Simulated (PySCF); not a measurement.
## Diatomic cations of I with group 13

PBE0 with double-zeta basis sets in PySCF, for the lowest determinant that a PBE0 search found; no spin–orbit coupling. De refers to high-spin ground-configuration atoms (the charge goes to the atom of lower measured ionisation energy or higher electron affinity, which is not always the lowest computed limit). A positive dipole points towards I; it is taken about the centre of mass and depends on that origin.

| M | basis | charged atom | state (unpaired electrons) | Re (Å) | ωe (cm⁻¹) | De (eV) | μ (D) |
| --- | --- | --- | --- | --- | --- | --- | --- |
| B | x2c-SVPall | B+ | doublet (σ ↑) | 1.959 | 819 | 3.50 | -2.95 |
| Al | def2-SVP | Al+ | doublet (σ ↑) | 2.403 | 380 | 1.29 | -7.39 |
| Tl | def2-SVP | Tl+ | doublet (π ↑) | 3.411 | 67.6 | n/a | -2.92 |

The shortest bond is that of BI⁺ (1.959 Å), the longest that of TlI⁺ (3.411 Å).

The rows differ in basis set, which adds steps of its own.

The state changes along the series, so neighbouring rows are not always alike in their bonding.

These are scalar-relativistic numbers at best; spin–orbit coupling would shift them, the dissociation energy most. For an ion De counts to the pair picked by the measured ionisation energies or electron affinities, which need not be the lowest pair at this level. States were picked by a PBE0 search and need not be the measured ground states.
